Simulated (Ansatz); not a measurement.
Consider the ligand exchange at the Si–S bond: `CS[SiH](N)Cl` + silanol → `N[SiH](Cl)O[SiH3]` + CH₃SH.

Gas-phase electronic energies from Ansatz, PBE0-D4/def2-TZVP geometries. CCSD(T)/CBS adds triple-zeta CCSD(T) − MP2 to the extrapolated MP2 energy (def2 sets, frozen cores). This one scheme is used for every species. DFT in def2-TZVPP. B3LYP here is the variant with VWN-RPA as its local correlation; programs differ in this. HSE06 is defined as in plane-wave codes. Each species was taken in one conformer, which may not be the lowest.

`CS[SiH](N)Cl`:

```xyz
11

C    -0.468   -1.185    1.372
S     0.939   -0.035    1.387
Si    0.933    0.583   -0.629
N    -0.590    1.213   -1.055
Cl    1.235   -0.960   -1.961
H    -0.705   -1.406    2.412
H    -1.331   -0.730    0.890
H    -0.198   -2.107    0.859
H     2.104    1.482   -0.744
H    -0.912    1.189   -2.009
H    -1.007    1.958   -0.521
```

`O[SiH3]`:

```xyz
6

O     1.085    0.606   -0.313
Si   -0.306   -0.087    0.235
H     1.406    0.344   -1.176
H    -1.456    0.205   -0.665
H    -0.552    0.498    1.572
H    -0.177   -1.566    0.346
```

`N[SiH](Cl)O[SiH3]`:

```xyz
11

N    -0.971   -1.186   -1.649
Si    0.266   -0.902   -0.531
Cl    0.105   -1.989    1.226
O     0.223    0.661   -0.105
Si    0.389    1.666    1.184
H    -1.907   -0.854   -1.479
H    -0.972   -2.033   -2.195
H     1.555   -1.296   -1.128
H     0.449    3.050    0.658
H    -0.775    1.527    2.094
H     1.638    1.356    1.926
```

CH₃SH:

Cartesian coordinates in Å:
```
C -0.382 -0.171 0.257
S 1.295 0.464 0.041
H -1.129 0.556 -0.058
H -0.503 -0.353 1.325
H -0.525 -1.112 -0.273
H 1.244 0.617 -1.291
```

```json
{"level": "LDA (SPW92)", "ΔE (kJ/mol)": "-51.7", "difference from CCSD(T)/CBS": "12.6"}
{"level": "BLYP-D4", "ΔE (kJ/mol)": "-61.9", "difference from CCSD(T)/CBS": "2.4"}
{"level": "r2SCAN-D4", "ΔE (kJ/mol)": "-61.5", "difference from CCSD(T)/CBS": "2.8"}
{"level": "PBE0-D4", "ΔE (kJ/mol)": "-54.6", "difference from CCSD(T)/CBS": "9.7"}
{"level": "B3LYP-D4", "ΔE (kJ/mol)": "-66.6", "difference from CCSD(T)/CBS": "-2.3"}
{"level": "r2SCANh-D4", "ΔE (kJ/mol)": "-62.5", "difference from CCSD(T)/CBS": "1.8"}
{"level": "r2SCAN0-D4", "ΔE (kJ/mol)": "-64.0", "difference from CCSD(T)/CBS": "0.3"}
{"level": "HSE06-D4", "ΔE (kJ/mol)": "-54.4", "difference from CCSD(T)/CBS": "9.9"}
{"level": "BHLYP-D4", "ΔE (kJ/mol)": "-74.6", "difference from CCSD(T)/CBS": "-10.3"}
{"level": "CAM-B3LYP-D4", "ΔE (kJ/mol)": "-72.7", "difference from CCSD(T)/CBS": "-8.4"}
{"level": "ωB97X-V", "ΔE (kJ/mol)": "-64.7", "difference from CCSD(T)/CBS": "-0.4"}
{"level": "ωB97M-V", "ΔE (kJ/mol)": "-64.3", "difference from CCSD(T)/CBS": "0.0"}
{"level": "B2PLYP", "ΔE (kJ/mol)": "-68.9", "difference from CCSD(T)/CBS": "-4.6"}
{"level": "PBE-QIDH", "ΔE (kJ/mol)": "-61.1", "difference from CCSD(T)/CBS": "3.2"}
{"level": "PBE", "ΔE (kJ/mol)": "-50.8", "difference from CCSD(T)/CBS": "13.5"}
{"level": "revPBE", "ΔE (kJ/mol)": "-51.2", "difference from CCSD(T)/CBS": "13.1"}
{"level": "BLYP", "ΔE (kJ/mol)": "-66.8", "difference from CCSD(T)/CBS": "-2.5"}
{"level": "r2SCAN", "ΔE (kJ/mol)": "-62.0", "difference from CCSD(T)/CBS": "2.3"}
{"level": "PBE0", "ΔE (kJ/mol)": "-56.5", "difference from CCSD(T)/CBS": "7.8"}
{"level": "B3LYP", "ΔE (kJ/mol)": "-70.4", "difference from CCSD(T)/CBS": "-6.1"}
{"level": "r2SCANh", "ΔE (kJ/mol)": "-63.0", "difference from CCSD(T)/CBS": "1.3"}
{"level": "r2SCAN0", "ΔE (kJ/mol)": "-64.6", "difference from CCSD(T)/CBS": "-0.3"}
{"level": "HSE06", "ΔE (kJ/mol)": "-56.2", "difference from CCSD(T)/CBS": "8.1"}
{"level": "BHLYP", "ΔE (kJ/mol)": "-77.7", "difference from CCSD(T)/CBS": "-13.4"}
{"level": "CAM-B3LYP", "ΔE (kJ/mol)": "-74.7", "difference from CCSD(T)/CBS": "-10.4"}
{"level": "LC-ωPBE", "ΔE (kJ/mol)": "-62.5", "difference from CCSD(T)/CBS": "1.8"}
{"level": "RPA@PBE/def2-TZVPP", "ΔE (kJ/mol)": "-70.8", "difference from CCSD(T)/CBS": "-6.5"}
{"level": "MP2/def2-SVP", "ΔE (kJ/mol)": "-64.7", "difference from CCSD(T)/CBS": "-0.4"}
{"level": "CCSD/def2-SVP", "ΔE (kJ/mol)": "-71.0", "difference from CCSD(T)/CBS": "-6.7"}
{"level": "HF/def2-TZVPP", "ΔE (kJ/mol)": "-89.5", "difference from CCSD(T)/CBS": "-25.2"}
{"level": "MP2/def2-TZVPP", "ΔE (kJ/mol)": "-62.3", "difference from CCSD(T)/CBS": "2.0"}
{"level": "SCS-MP2/def2-TZVPP", "ΔE (kJ/mol)": "-69.3", "difference from CCSD(T)/CBS": "-5.0"}
{"level": "CCSD/def2-TZVPP", "ΔE (kJ/mol)": "-72.3", "difference from CCSD(T)/CBS": "-8.0"}
{"level": "CCSD(T)/def2-TZVPP", "ΔE (kJ/mol)": "-67.8", "difference from CCSD(T)/CBS": "-3.5"}
{"level": "HF/def2-QZVPP", "ΔE (kJ/mol)": "-92.0", "difference from CCSD(T)/CBS": "-27.7"}
{"level": "MP2/def2-QZVPP", "ΔE (kJ/mol)": "-61.2", "difference from CCSD(T)/CBS": "3.1"}
{"level": "SCS-MP2/def2-QZVPP", "ΔE (kJ/mol)": "-68.2", "difference from CCSD(T)/CBS": "-3.9"}
{"level": "HF/CBS(def2)", "ΔE (kJ/mol)": "-92.4", "difference from CCSD(T)/CBS": "-28.1"}
{"level": "MP2/CBS(def2)", "ΔE (kJ/mol)": "-58.8", "difference from CCSD(T)/CBS": "5.5"}
{"level": "CCSD/CBS(def2)", "ΔE (kJ/mol)": "-68.8", "difference from CCSD(T)/CBS": "-4.5"}
{"level": "CCSD(T)/CBS", "ΔE (kJ/mol)": "-64.3", "difference from CCSD(T)/CBS": "0"}
```

Largest T1 diagnostic among the species: 0.011.

The D4 term adds +3.8 kJ/mol with B3LYP and +2.0 kJ/mol with PBE0; it sums over pairs of atoms, weighted by their polarisabilities, and B3LYP, whose exchange is more repulsive, gets the larger term. Leaving LDA and LC-ωPBE aside and taking each functional with its dispersion term where it has one, the values, not all of them listed here, spread over 28.2 kJ/mol, from BHLYP-D4 to revPBE-D4. In def2-TZVPP, CCSD(T) changes the Hartree–Fock value by +21.7 kJ/mol (the triples alone add +4.5 kJ/mol) and MP2 by +27.2 kJ/mol.
